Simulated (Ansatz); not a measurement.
Two members of one family (Series BMe2X), computed with Ansatz in the gas phase; def2 core potentials for I, no spin–orbit coupling. The two geometries come from different levels. Binding counts from free atoms in the multiplicity of their measured ground term, without zero-point energy. A dash marks a value that wasn't run or was left out as unsound. The structures are stationary points that may keep the symmetry of their start.

First: BMe2Cl (singlet, charge 0, PBE-D4/def2-SVP geometry).

Cartesian coordinates in Å:
```
B 0.2961 -0.0178 -0.4480
C -0.8260 1.0727 -0.3428
H -0.3727 1.9500 0.1769
H -1.6754 0.7516 0.2946
H -1.2017 1.4402 -1.3170
C 0.5998 -1.0609 0.6841
H -0.0952 -1.9187 0.5236
H 0.3656 -0.6706 1.6960
H 1.6261 -1.4738 0.6651
Cl 1.2835 -0.0728 -1.9325
```

```tsv
level	HOMO (eV)	LUMO (eV)	gap (eV)	vertical IE (eV)	vertical triplet (eV)	binding per atom (eV)
PBE-D4/def2-TZVP	-6.91	-1.73	5.18	10.18	5.06	4.03
r2SCAN-D4/def2-TZVP	-7.21	-1.35	5.86	10.33	5.19	3.99
PBE0-D4/def2-SVP	-8.15	-0.56	7.59	–	–	4.03
r2SCAN0-D4/def2-TZVP	-8.49	-0.51	7.99	–	–	3.95
LC-ωPBE/def2-TZVP	-11.10	1.61	12.70	–	–	3.96
```

Second: BMe2I (singlet, charge 0, PBE0-D4/def2-SVP geometry).

```xyz
10

B    -0.124    0.392    0.259
C     0.755    0.605   -1.013
H     0.047    0.740   -1.853
H     1.356   -0.286   -1.256
H     1.393    1.499   -0.990
C    -0.631   -0.999    0.750
H     0.150   -1.385    1.434
H    -0.711   -1.727   -0.072
H    -1.566   -0.972    1.326
I    -0.669    2.133    1.415
```

Q: Estimate how these quantities change from the first to the second (second minus first).

A: 
```tsv
level	Δ HOMO (eV)	Δ LUMO (eV)	Δ gap (eV)	Δ vertical IE (eV)	Δ vertical triplet (eV)	Δ binding per atom (eV)
PBE-D4/def2-TZVP	0.83	-0.33	-1.15	-0.95	-0.70	-0.14
r2SCAN-D4/def2-TZVP	0.87	-0.37	-1.24	-1.02	-0.74	-0.14
PBE0-D4/def2-SVP	1.03	-0.50	-1.54	–	–	-0.15
r2SCAN0-D4/def2-TZVP	1.10	-0.43	-1.53	–	–	-0.14
LC-ωPBE/def2-TZVP	1.28	-0.49	-1.77	–	–	-0.15
```
